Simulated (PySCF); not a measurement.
Species: C6H10OSi.
Numbering: `[CH2:1]=[CH:2][SiH2:3][O:4][C:5]1=[CH:6][CH2:7][CH2:8]1`

Cartesian coordinates in Å at the GFN2-xTB level; atoms count from 1:
```xyz
18
C6H10OSi angstrom
C      4.0699    0.1627   -0.1723
C      2.8299   -0.0827    0.2161
Si     1.3192    0.3277   -0.8148
O      0.1261   -0.2338    0.1479
C     -1.1963   -0.2505   -0.0184
C     -2.2192   -0.7159    0.6992
C     -3.2453   -0.2610   -0.3090
C     -2.0510    0.2794   -1.1377
H      4.2807    0.6226   -1.1241
H      4.9311   -0.0797    0.4316
H      2.6717   -0.5478    1.1819
H      1.3018   -0.3602   -2.1114
H      1.1587    1.7675   -1.0521
H     -2.3163   -1.2251    1.6384
H     -3.9369    0.5030    0.0428
H     -3.8074   -1.0590   -0.7919
H     -2.0259    1.3602   -1.2648
H     -1.8993   -0.2011   -2.1026
```

Probes without a nucleus sit at each ring's centroid and 1 Å off its mean plane on both sides; NICS is minus the shielding there, NICSzz its component along the normal. Level: GIAO PBE0/pcSseg-1 (PySCF, non-relativistic, gas phase) on the GFN2-xTB geometry, one conformer.

Ring bond lengths (Å), with Mayer bond orders in brackets: C5–C6 1.333 (1.75), C6–C7 1.509 (1.04), C7–C8 1.551 (1.04), C8–C5 1.505 (1.08).

Task: Give the NICS values of each ring in ppm.

Result: 
```
       ring                                                    type  NICS(0)  NICS(1), two faces  NICS(1)zz, two faces  rms pucker (Å)  centre to ring atoms, mean (Å)
C5–C6–C7–C8  4-membered carbocycle; formal bonds 1 double, 3 single     -6.3         -2.8 / -2.8           -1.8 / -1.8            0.00                            1.04
```

Task: What can be read from them?

Result: 
- C5–C6–C7–C8: mean NICS(1)zz -1.8 ppm, near zero. C7, C8 have four or more neighbours, and the NICS criterion for π rings isn't applied.

Task: Give the inner angles of the rings and the Hirshfeld charges of the ring atoms.

Result: 
- C5–C6–C7–C8: C5 95.0° (+0.070 e), C6 93.3° (-0.090 e), C7 86.5° (-0.072 e), C8 85.3° (-0.080 e); sum 360.0° against 360° for a flat convex ring.

Task: What are the shieldings of the ring atoms and their hydrogens in the same run (means over atoms taken as equivalent)?

Result: 
```tsv
atoms	environment	σ isotropic (ppm)	principal values of the symmetric part, first atom (ppm)
C5	vinylic carbon bearing oxygen	32.2	-67.4, 60.7, 103.3
C6	alkene CH carbon	77.4	-7.5, 107.1, 132.5
C7	allylic carbon	166.2	148.3, 165.0, 185.2
C8	allylic carbon	153.1	138.6, 154.0, 166.7
H14	vinylic hydrogen	26.91	24.3, 25.0, 31.5
H15 (×2)	methylene hydrogen	29.59	25.7, 27.2, 35.9
H17 (×2)	methylene hydrogen	28.98	25.5, 27.8, 33.6
```
